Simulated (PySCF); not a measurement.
## Palladium: a sound run and one with changed settings

Sound run: Pd [Kr] 4d10, Pd⁺ [Kr] 4d9. All numbers are calculated (PySCF 2.14, a scalar-relativistic core potential, in cc-pVDZ-PP with ECP28MDF (4s4p3d1f, 38 functions)). In the sound run the correlated levels freeze 4s2 4p6 outside the core potential. The sound run starts from symmetry-adapted Hartree-Fock orbitals and uses a fine grid where one is needed.

Changed run: initial guess atom, at most 50 SCF cycles.

| species | method | sound run (hartree) | changed run (hartree) | converged |
| --- | --- | --- | --- | --- |
| Pd | UHF | -126.60716 | -126.60716 | yes |
| Pd | BP86 | -127.54677 | -127.54677 | yes |
| Pd | LDA | -127.20822 | -127.20822 | yes |
| Pd | MP2 | -126.88108 | -126.88108 | yes |
| Pd⁺ | UHF | -126.37625 | -126.37608 | yes |
| Pd⁺ | BP86 | -127.21992 | -127.21580 | no |
| Pd⁺ | LDA | -126.86992 | -126.85965 | no |
| Pd⁺ | MP2 | -126.58463 | -126.58458 | yes |

Ionisation energy of Pd:

```
 method  sound run (eV)  changed run (eV)
    UHF           6.283             6.288
    MP2           8.067             8.068
SCS-MP2           7.880             7.880
```

A plain start with occupations fixed only by D2h representation lets s and d (or p and f) orbitals of one representation trade places, so the SCF can reach the same state, another state or none.

For comparison, NIST gives 8.337 eV between the lowest levels.
